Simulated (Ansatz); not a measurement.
CF2, SMILES `F[C]F` (lower singlet) (charge 0, multiplicity 1). This singlet lies 2.48 eV below the relaxed triplet at the level composite: frozen-core CCSD(T) with HF/cc-pVQZ and the correlation energy extrapolated as X^-3 from cc-pVTZ and cc-pVQZ, plus CCSDT(Q) minus CCSD(T) in cc-pVDZ // PBE0-D3(BJ)/def2-TZVP (Ansatz, a quantum-chemistry and plane-wave program).

All values below come from Ansatz with frozen-core CCSD(T)/6-31g // PBE0-D3(BJ)/def2-TZVP.

Ansatz 0.2 input:
```yaml
crystal:
  periodic: [false, false, false]
  atoms:
    - { symbol: F, position_ang: [1.026438, -0.26348, -0.000003] }
    - { symbol: C, position_ang: [-0.000152, 0.527548, -0.000001] }
    - { symbol: F, position_ang: [-1.026287, -0.264069, 0.000004] }
basis:
  gaussian: { orbitals: "6-31g" }
correlation:
  method: ccsd_t
```

Output:

```
Functional definition: HF
278 factors; integrals over basis functions are off by at most 1.4e-4 eV
mean field evaluation 1: about -6435.8869 eV, gradient 2.5e1 eV
mean field evaluation 2: about -6435.8969 eV, gradient 2.5e1 eV
mean field evaluation 4: about -6437.3694 eV, gradient 2.2e0 eV
mean field evaluation 8: about -6437.3940 eV, gradient 1.7e-4 eV
mean field evaluation 16: about -6437.3582 eV, gradient 2.2e0 eV
mean field -6437.39395196 eV, -236.5698643121 hartree, gradient 2.6e-6 eV, S^2 0.000000; 0 other end points of the search recorded, 0 dependent functions left out; unrestricted orbitals would lower it
3 core orbitals not correlated
reference -6437.39395196 eV, -236.5698643121 hartree; 9, 9 occupied and 15, 15 virtual orbitals, 278 factors
second order -8.67207108 eV of doubles, -0.00000000 eV of singles
cycle   1  -8.40574441 eV  change    2.7e-1 eV  update   1.0e-1
cycle   2  -8.74933578 eV  change   -3.4e-1 eV  update   3.3e-2
cycle   3  -8.85658041 eV  change   -1.1e-1 eV  update   1.9e-2
cycle   4  -8.84819527 eV  change    8.4e-3 eV  update   3.8e-3
cycle   5  -8.84728875 eV  change    9.1e-4 eV  update   1.3e-3
cycle   6  -8.84775631 eV  change   -4.7e-4 eV  update   3.2e-4
cycle   7  -8.84756744 eV  change    1.9e-4 eV  update   1.1e-4
cycle   8  -8.84761443 eV  change   -4.7e-5 eV  update   4.0e-5
cycle   9  -8.84764687 eV  change   -3.2e-5 eV  update   1.3e-5
cycle  10  -8.84764223 eV  change    4.6e-6 eV  update   3.9e-6
perturbative correction -0.22673479 eV, -0.0083323498 hartree
Total energy: -6446.46832897 eV, -236.9033415166 hartree
```
